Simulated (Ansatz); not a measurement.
`[Cl][Sn][Br]` + NH₃ → `[NH2][Sn][Br]` + HCl at 600 K and 1 bar (ligand exchange at the Sn–Cl bond).

Computed with Ansatz on PBE0-D4/def2-TZVP structures; ΔE is electronic, products minus reactants. CCSD(T)/CBS adds triple-zeta CCSD(T) − MP2 to the extrapolated MP2 energy (def2 sets, frozen cores). This one scheme is used for every species. def2 core potentials past Kr. For Br, Sn outer-core shells are correlated without core-valence functions, which leaves a few kJ/mol of doubt a bond. Scalar relativity is left out up to krypton. One conformer a species, not always the lowest.

```tsv
species	CCSD(T)/CBS energy (Eh)	H − E (kJ/mol)	S (J/(mol·K))
`[Cl][Sn][Br]`	-3247.23683	35.4	362.8
NH₃	-56.50880	112.4	219.5
`[NH2][Sn][Br]`	-2843.33195	105.8	374.1
HCl	-460.38127	35.4	207.2
```

H − E and S are ideal-gas, rigid-rotor, harmonic terms from PBE0-D4/def2-TZVP, for one conformer and one mirror image of each species. 1 Eh = 2625.50 kJ/mol, R = 8.31446 J/(mol·K).

Problem. By hand: ΔE, ΔH, ΔS and ΔG.

Solution. ΔE = (-2843.33195) + (-460.38127) − (-3247.23683) − (-56.50880) = 0.03241 Eh = 85.1 kJ/mol. Δ(H − E) = 105.8 + 35.4 − 35.4 − 112.4 = -6.6, so ΔH = 78.5 kJ/mol. ΔS = 374.1 + 207.2 − 362.8 − 219.5 = -1.0 J/(mol·K). ΔG = 78.5 − 600 × (-1.0)/1000 = 79.1 kJ/mol.

Problem. By hand: the equilibrium constant, and the temperature at which ΔG would vanish if ΔH and ΔS stayed fixed.

Solution. log₁₀ K = −ΔG/(RT ln 10) = -6.9. ΔH and −TΔS have one sign here, so there is no such temperature.

The number of gas molecules stays the same, so ΔS is small and ΔH decides. A doubt of 5 kJ/mol in ΔE shifts log₁₀ K by 0.4 here. Other conformers and mirror images would add mixing entropy, several J/(mol·K) or more a flexible species. These are equilibria of isolated gas molecules and say nothing of rates. Largest T1 diagnostic: 0.014 (customary marks: 0.02 for closed shells, 0.045 for open ones).

ΔS is within the doubt of such terms, so its sign, and with it that verdict, could turn.
